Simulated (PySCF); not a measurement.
## Ions at one geometry of [HfCl2]2+

PySCF 2.14.0, RKS PBE0, Hf def2-SVP with ECP60, Cl def2-SVP; non-relativistic Hamiltonian with scalar-relativistic core potentials where named; density fitting; no spin-orbit coupling; singlets restricted, open shells unrestricted. The geometry is relaxed for charge +2, singlet, vacuum:

```xyz
3

Hf    0.0000    0.0000   -0.5483
Cl    1.7143    0.0000    0.8340
Cl   -1.7143    0.0000    0.8340
```

Energies count from the relaxed state; an electron taken off or put on is at rest in vacuum. Charges and spins are Mulliken's.

```csv
state,energy (eV),spin squared,charge on Hf1 (e),spin on Hf1 (e),dipole about the centre of mass (D)
"charge +2, singlet, vacuum",0.00,0.00,1.60,0.00,3.81
"charge +1, doublet, vacuum",-13.82,0.75,1.02,1.08,4.38
```

Question: What does the state charge +3, doublet, vacuum give?

Answer: energy (eV) 23.07, spin squared 0.78, charge on Hf1 (e) 1.87, spin on Hf1 (e) -0.21, dipole about the centre of mass (D) 0.68.

With an electron taken off (doublet) the charges change, summed by element, by Hf +0.27 e, Cl +0.73 e. The vertical ionisation energy is 23.07 eV, against −ε(HOMO) = 20.70 eV of the relaxed state. The level lies 2.4 eV too high, as is usual for semilocal functionals and global hybrids, which keep a self-interaction error.

With an electron put on (doublet) the charges change, summed by element, by Hf -0.58 e, Cl -0.42 e. The vertical electron affinity is 13.82 eV, against −ε(LUMO) = 15.68 eV of the relaxed state.

Open shells may have lower solutions than those found.
